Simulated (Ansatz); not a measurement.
CdF2, relaxed as a singlet with RKS r2SCAN-D4/def2-TZVP in Ansatz, starting from the GFN1-xTB geometry. Force threshold 0.02 eV/Å.

In the def2 sets Cd takes a core potential; there is no spin–orbit coupling. The structure comes from a short search, and lower isomers may exist.

Start:

```xyz
3

Cd   -0.087    0.068   -0.246
F    -1.639    0.076    0.748
F     1.726   -0.143   -0.503
```

(1) Estimate the energy that the relaxation releases and the steps that it takes.

(2) Does the start keep its bonding and symmetry?

(3) Predict the relaxed structure.

Results:

(1) 0.36 eV, in 4 steps; 8.5 s on 2 threads of Arm Neoverse V2 on a shared host. No frequencies were taken in this run, so the end may be a saddle point.

(2) By distances, no bond broke or formed. The bond that changes most is Cd1–F2, from 1.84 to 1.92 Å (atoms count from 1). Point group C2v at the start, D∞h at the end, both within 0.05 Å.

(3) 
Cartesian coordinates in Å:
```
Cd 0.000 0.000 0.000
F -1.797 0.117 0.668
F 1.797 -0.117 -0.668
```
Bond lengths: 2 × Cd–F 1.92 Å.
